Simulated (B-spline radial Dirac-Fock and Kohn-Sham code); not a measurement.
## The Co-like isoelectronic sequence (27 electrons), Z = 57 to 67

These are calculated numbers from a radial atomic solver; the model is multi-electron Dirac-Fock with separately optimised hole states, Breit and Lamb-shift corrections added in first order. Binding energies in eV, tabulated ground configurations ([Ar] 3d9 throughout). Correlation energy is missing from these numbers.

```csv
ion,2s,2p1/2,3p3/2,outermost level,NIST ionisation energy
La³⁰⁺,7405.7,7033.3,2164.1,1895.9 (3d),1884 ± 4
Ce³¹⁺,7751.2,7369.4,2282.9,2007.1 (3d),1994 ± 4
Pr³²⁺,8105.9,7714.6,2404.9,2121.4 (3d),2108 ± 4
Nd³³⁺,?,?,?,?,?
Pm³⁴⁺,8843.4,8432.9,2658.4,2359.3 (3d),2344 ± 5
Sm³⁵⁺,9226.5,8806.1,2790.0,2482.9 (3d),2466 ± 5
Eu³⁶⁺,9619.2,9188.9,2924.7,2609.5 (3d),2591 ± 5
Gd³⁷⁺,10021.8,9581.4,3062.6,2739.2 (3d),2720 ± 4
Tb³⁸⁺,10434.5,9983.8,3203.7,2872.1 (3d),2852 ± 4
Dy³⁹⁺,10857.1,10396.1,3348.0,3008.0 (3d),2987 ± 4
Ho⁴⁰⁺,11290.1,10818.6,3495.6,3147.0 (3d),3125 ± 4
```

Q: Fill in the row of Nd³³⁺.

A: 2s 8470.0, 2p1/2 8069.1, 3p3/2 2530.1, outermost 2238.8 (3d), NIST 2224 ± 5 eV.

NIST's values are for the lowest levels; a dash marks a value that is missing or belongs to another shell. Their kind here: theoretical. Where a p, d or f shell is open in either ion the computed value averages over both j values and all terms, while the table refers to the lowest levels; that difference holds spin-orbit splitting (largest in heavy or highly charged ions), term energies where several electrons share open shells, and correlation, and it can reach 10 % or more.
